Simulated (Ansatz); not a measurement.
Ti2Al⁻, relaxed as a triplet with UKS r2SCAN-D4/def2-TZVPD in Ansatz, starting from the r2SCAN-D4/def2-TZVPD geometry of the charge -1 singlet. Force threshold 0.02 eV/Å.

The charge -1 triplet is spin-contaminated (final ⟨S²⟩ up to 2.72, 2.00 for a pure state). The highest occupied level of the charge -1 triplet lies above zero (up to 0.33 eV). It is a level of β spin, whose loss leaves a quartet; that state wasn't run at this geometry and level. The electron is either unbound and held by the finite basis, or the level is raised by self-interaction error. The relaxation made no stability test and no search for a lower SCF solution. At r2SCAN-D4/def2-TZVPD a quintet of charge -1 lies 0.19 eV below the triplet, each at its own geometry. The structure comes from a short search, and lower isomers may exist.

Start:

Cartesian coordinates in Å:
```
Ti 0.8966 0.8449 0.5396
Ti -1.0356 -0.2156 0.8306
Al 0.1390 -0.6293 -1.3702
```

```tsv
step	energy (eV)	largest force component (eV/Å)	SCF passes
1	-52821.2480	0.405	294
2	-52821.2735	0.274	48
3	-52821.3089	0.285	113
4 (rejected)	-52820.9810	3.823	140
5	-52821.3202	0.164	49
6	-52821.3246	0.039	46
7	-52821.3248	0.006	41
```

Force components are those of the run's own axes.

End:

```csv
atom,x (Å),y (Å),z (Å)
Ti1,0.816,0.823,0.593
Ti2,-0.969,-0.153,0.871
Al3,0.153,-0.670,-1.464
```

By distances, no bond broke or formed. The bond that changes most is Ti1–Ti2, from 2.22 to 2.05 Å (atoms count from 1).

No frequencies were taken in this run, so the end may be a saddle point.

It took 56 s on 4 threads of AMD EPYC 7B13 on a shared host.
